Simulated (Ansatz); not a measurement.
Stretching the Ge1–H4 bond in FGeH3O (SMILES [OH][GeH2][F]) (multiplicity 1 held, fragments rigid). Energies count from the point at 1.527 Å.
Geometry at that point (charge 0, multiplicity 1):
```xyz
6

Ge    -0.227    -0.251     0.027
O      1.456    -0.400    -0.505
F     -0.546     1.447     0.310
H     -1.085    -0.696    -1.155
H     -0.470    -0.932     1.381
H      2.100    -0.160     0.170
```

R- and RO- levels are restricted; in cc, def2 and unpolarised 6-31G sets they are followed outwards from rest. Unrestricted levels (U-) break spin symmetry where that is lower. Levels need not reach the same state.

Correlated levels freeze the cores. Filled d and f shells under p-block atoms count as core.

Programs: Ansatz (Gaussian basis) for Hartree–Fock, density functionals and correlated methods. 

Problem. One of these levels gives 88.68 kcal/mol for the energy at R = 4.885 Å. Which one is it?
(A) U-HF/cc-pVDZ
(B) U-SCS-MP2/cc-pVDZ
(C) R-MP2/cc-pVDZ

Solution. B, U-SCS-MP2/cc-pVDZ. The others give 72.94 (U-HF/cc-pVDZ), 114.32 (R-MP2/cc-pVDZ)

Doubts at one or more of the structures used: a spin-contaminated determinant (U-HF/cc-pVDZ, U-SCS-MP2/cc-pVDZ); a restricted determinant that unrestricted orbitals would lower (R-MP2/cc-pVDZ).

Ansatz is a quantum-chemistry and plane-wave program.
